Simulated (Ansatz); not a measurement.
Input file for Ansatz (a quantum-chemistry and plane-wave program): R-revPBE/def2-TZVPPD on H4OSi (SMILES O[SiH3]) with ghost functions. Files ending in .json are basis or fitting sets from the Basis Set Exchange.

Ansatz 0.2 input:
```yaml
crystal:
  periodic: [false, false, false]
  atoms:
    - {symbol: O, position_ang: [0.62212049, -0.35490988, 2.92468904]}
    - {symbol: Si, position_ang: [-0.54751661, 0.31972049, 3.84714753]}
    - {symbol: H, position_ang: [0.54387279, -0.29902449, 1.94525539]}
    - {symbol: H, position_ang: [-0.68686584, 1.78282762, 3.60924900]}
    - {symbol: H, position_ang: [-0.17728127, 0.10189692, 5.26282013]}
    - {symbol: H, position_ang: [-1.88533446, -0.28690499, 3.60444200]}
basis:
  gaussian:
    orbitals: def2-TZVPPD.json
    ghost_atoms:
      - {symbol: N, position_ang: [0.43977806, -0.21666562, 0.10687710]}
      - {symbol: H, position_ang: [0.43347886, 0.73462224, -0.24371592]}
      - {symbol: H, position_ang: [1.25902548, -0.67880333, -0.27211663]}
      - {symbol: H, position_ang: [-0.37811970, -0.68783892, -0.26326018]}
hamiltonian:
  xc: {name: revPBE}
scf: {lower_state_search: off}
```

### Question
Give the final energy of this run.

### Answer
-367.1095 hartree.
